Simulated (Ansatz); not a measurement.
Reaction (substitution at a C–N bond): `CNC=O` + `C#[C][Zr]([OH])([OH])[F]` → `C#[C][Zr]([OH])([F])[O]C` + `NC=O`

Computed with Ansatz on PBE0-D4/def2-TZVP structures; ΔE is electronic, products minus reactants. CBS: MP2 limit from def2 TZ/QZ plus the TZ coupled-cluster correction, frozen cores. This one scheme is used for every species. DFT in def2-TZVPP. HSE06 is defined as in plane-wave codes. Elements past krypton have def2 core potentials. For Zr outer-core shells are correlated without core-valence functions, which leaves a few kJ/mol of doubt a bond. One conformer a species, not always the lowest.

Q: Is it downhill or uphill in electronic energy at CCSD(T)/CBS, and by how much? (Best estimate.)

A: Computed: Uphill: ΔE = +5.6 kcal/mol.

Q: What do these levels give: r2SCAN-D4, CAM-B3LYP-D4, r2SCAN, HSE06, RPA@PBE/def2-TZVPP, SCS-MP2/def2-QZVPP? (An estimate is asked.)

A: Ansatz gave: r2SCAN-D4 5.1, CAM-B3LYP-D4 4.7, r2SCAN 5.1, HSE06 5.1, RPA@PBE/def2-TZVPP 4.0, SCS-MP2/def2-QZVPP 5.1 kcal/mol.

Q: What do rigid-rotor, harmonic-oscillator terms from PBE0-D4/def2-TZVP frequencies (298.15 K, 1 bar) make of the CCSD(T)/CBS value? (Estimate.)

A: The calculation gave: ΔZPE = +0.3 kcal/mol, ΔH = +6.1 kcal/mol, ΔS = 9 J/(mol·K), ΔG = +5.5 kcal/mol. Modes under 50 cm⁻¹ make the entropy rough.

Largest T1 diagnostic among the species: 0.017.

In def2-TZVPP, CCSD(T) changes the Hartree–Fock value by +1.2 kcal/mol (the triples alone add +0.0 kcal/mol) and MP2 by +1.8 kcal/mol. From BLYP to BHLYP (50 % exact exchange), in def2-TZVPP and without D4, ΔE moves by +1.0 kcal/mol.
